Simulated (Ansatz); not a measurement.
Species: C₆H₈ (charge 0, singlet). 
Geometry from a B3LYP-D3(BJ)/def2-TZVP (Ansatz, an electronic-structure program) optimisation:
```xyz
14

C      1.5931    -0.6391    -0.1154
C      1.4364     0.9221     0.2153
C     -0.0643     0.6399     0.1356
C      0.0643    -0.6399    -0.1356
C     -1.4364    -0.9221    -0.2153
C     -1.5931     0.6391     0.1154
H      2.0950    -0.8500    -1.0619
H      2.0723    -1.2202     0.6750
H      1.8503     1.5867    -0.5457
H      1.8276     1.2165     1.1911
H     -1.8276    -1.2165    -1.1911
H     -1.8503    -1.5867     0.5457
H     -2.0723     1.2202    -0.6750
H     -2.0950     0.8500     1.0619
```
Charge 0, spin multiplicity 1.

Atomisation energy built up term by term with Ansatz (kcal/mol; UHF references for open shells; valence terms freeze the core; atomic spin-orbit terms are left out). CBS(X,Y): correlation extrapolated as X^-3; Hartree-Fock from the larger set.

```tsv
term	basis	kcal/mol
Hartree-Fock	cc-pVQZ	[?]
CCSD correlation	CBS(cc-pVTZ,cc-pVQZ)	[?]
(T)	CBS(cc-pVTZ,cc-pVQZ)	25.95
core correlation	cc-pwCVTZ	6.55
scalar relativity (X2C)	cc-pVTZ-DK against cc-pVTZ	-1.07
sum: De		[?]
```

Task: Fill in the missing entries.

Result: 
- Hartree-Fock, kcal/mol: 1034.69
- CCSD correlation, kcal/mol: 346.97
- sum: De, kcal/mol: 1413.1
